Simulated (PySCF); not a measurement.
AlCl2HSe.

```xyz
5

Al    -0.0001     0.5447     0.0000
Cl     1.8193     1.5828     0.0000
Cl    -1.8024     1.6168     0.0000
Se     0.0340    -1.7547     0.0000
H     -1.4418    -1.8146     0.0000
```
Charge 0, spin multiplicity 1.

Geometry: B3LYP-D3(BJ)/def2-SVP. One conformer was computed; it need not be the lowest.

Computed with PBE/pcSseg-1 in PySCF. Non-relativistic, no solvent.

Computed absolute GIAO shielding of each atom: isotropic value and principal components (ppm):
```csv
atom,σ(iso),σ11,σ22,σ33,span
Al1,360.4,325.6,335.9,419.6,94.0
Cl2,852.6,731.5,812.2,1014.1,282.6
Cl3,841.6,728.9,777.0,1018.9,290.0
Se4,2069.6,1936.7,1990.1,2282.1,345.3
H5,30.2,20.5,26.3,43.9,23.5
```
